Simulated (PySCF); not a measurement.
TPSSh on Ni⁻ (nickel, charge -1), [Ar] 3d9 4s2, 2D determinant. Calculation: PySCF 2.14, in aug-cc-pwCVTZ; no relativity, point nucleus.

```
cycle= 1 E= -1508.30449960022  delta_E= 0.0147  |g|= 0.53  |ddm|= 0.852
cycle= 2 E= -1507.97269636828  delta_E= 0.332  |g|= 1.55  |ddm|= 0.823
cycle= 3 E= -1508.35102329823  delta_E= -0.378  |g|= 0.154  |ddm|= 0.574
cycle= 4 E= -1508.35640027477  delta_E= -0.00538  |g|= 0.0434  |ddm|= 0.258
cycle= 5 E= -1508.35691616389  delta_E= -0.000516  |g|= 0.00398  |ddm|= 0.0621
cycle= 6 E= -1508.35692238337  delta_E= -6.22e-06  |g|= 0.000129  |ddm|= 0.0157
cycle= 7 E= -1508.35692239526  delta_E= -1.19e-08  |g|= 4.38e-05  |ddm|= 0.00187
cycle= 8 E= -1508.35692239638  delta_E= -1.11e-09  |g|= 1.18e-05  |ddm|= 0.000407
cycle= 9 E= -1508.35692239642  delta_E= -4.21e-11  |g|= 1.65e-06  |ddm|= 5.98e-05
converged SCF energy = -1508.35692239642  <S^2> = 0.75559984  2S+1 = 2.005592
```

Highest occupied orbital energy: 1.538 eV; ⟨L²⟩ = 6.03; populations by l: s 8.00, p 12.00, d 9.00, f 0.00.

Problem. Can this result be used?

Solution. With care. The run converged. At TPSSh the highest occupied level has a positive energy, so only the finite basis holds that electron; in a semilocal or global hybrid functional this comes from self-interaction and does not mean that the real anion is unbound.
